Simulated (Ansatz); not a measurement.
Program: Ansatz 0.2.0.

A structure relaxed at PBE0-D4/def2-TZVP, charge 0, multiplicity 1:

| atom | x (Å) | y (Å) | z (Å) |
| --- | --- | --- | --- |
| O1 | -1.2768 | -0.2990 | -1.7410 |
| B2 | -1.2615 | 0.5955 | -0.7268 |
| Si3 | -0.2709 | 0.0669 | 0.9605 |
| F4 | -0.3538 | 1.2799 | 2.0327 |
| Al5 | 2.0685 | -0.5879 | 0.5369 |
| H6 | -1.7607 | -0.0025 | -2.5173 |
| H7 | -1.8014 | 1.6643 | -0.8622 |
| H8 | -0.9900 | -1.0939 | 1.5754 |
| H9 | 2.3507 | -1.9045 | -0.3085 |
| H10 | 3.2960 | 0.2811 | 1.0503 |

(1) Give its formula and SMILES.

(2) Summarise the bond lengths by kind.

Results:

(1) AlBFH5OSi, `OB[SiH](F)[AlH2]`.

(2) 1 × B–O 1.352 Å; 1 × H–O 0.962 Å; 1 × B–Si 2.027 Å; 1 × B–H 1.205 Å; 1 × F–Si 1.621 Å; 1 × Al–Si 2.466 Å; 1 × H–Si 1.498 Å; 2 × Al–H 1.589 to 1.590 Å.
